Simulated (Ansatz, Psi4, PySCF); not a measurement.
ClGa, triplet, geometry from GFN2-xTB (such geometries of metal compounds can be far from the true shape) (the spin is typed, not shown lowest). Base run: WB97M-V/def2-SVP in PySCF.

Geometry (Å):
```xyz
2

Ga     0.0000     0.0000    -0.7875
Cl     0.0000     0.0000     1.4360
```
Charge 0, spin multiplicity 3.
Orbitals are unrestricted.
All else is at PySCF's defaults.

The same geometry, method and basis name were run in Ansatz (a program for electronic structure) and Psi4 and PySCF, at each program's defaults and at the settings that a row names. The base is PySCF at its defaults. Differences at the defaults can come from grids, fitting, cores and function types together.

| code and settings | ΔE vs base (mEh) | basis functions | E (Eh) | SCF cycles | dipole (D) |
|---|---|---|---|---|---|
| PySCF, defaults (exact integrals, its default grid, spherical functions) | 0.000 | 50 | -2384.47204 | 11 | 1.79 |
| Psi4, defaults (density fitting with its default set, its default grid, spherical functions) | -0.050 | 50 | -2384.47209 | 12 | 1.79 |
| Ansatz, defaults (factorised integrals, its default grid, spherical functions) | -0.001 | 50 | -2384.47204 | - | - |
| PySCF, density fitting with def2-universal-jkfit | -0.013 | 50 | -2384.47205 | 11 | 1.79 |
| PySCF, fine grid | -0.001 | 50 | -2384.47204 | 11 | 1.79 |
| Psi4, exact integrals, spherical functions, fine grid | -0.001 | 50 | -2384.47204 | 15 | 1.79 |
| Ansatz, high accuracy | -0.001 | 50 | -2384.47204 | - | - |

Open shells are given as the SCF converged; they aren't shown to be the lowest states, and a large step between rows can be another state.
